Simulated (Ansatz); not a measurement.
C2H9BN2 can be A, `CCNBN`, or B, `CCB(N)N`.

Calculated with Ansatz (gas phase, PBE0-D4/def2-TZVP geometries, no zero-point term in ΔE). CCSD(T)/CBS adds triple-zeta CCSD(T) − MP2 to the extrapolated MP2 energy (def2 sets, frozen cores). DFT in def2-TZVPP. B3LYP here is the variant with VWN-RPA as its local correlation; programs differ in this. One conformer a species, not always the lowest.

Q: Which isomer does CCSD(T)/CBS put lower? Give the gap. (Estimate.)

A: The calculation gave: B, by 13.6 kcal/mol.

Q: Give E(B) − E(A) in kcal/mol with PBE0-D4, r2SCAN-D4, B3LYP-D4, HF/def2-TZVPP, ωB97M-V, B3LYP, CCSD(T)/def2-TZVPP. (An estimate is asked.)

A: The calculation gave: PBE0-D4 -13.2, r2SCAN-D4 -13.5, B3LYP-D4 -12.7, HF/def2-TZVPP -11.8, ωB97M-V -13.4, B3LYP -12.0, CCSD(T)/def2-TZVPP -13.2. None reverses the order clearly.

Largest T1 diagnostic: 0.010.

In def2-TZVPP, CCSD(T) changes the Hartree–Fock value by −1.4 kcal/mol (the triples alone add +0.0 kcal/mol) and MP2 by −2.0 kcal/mol.
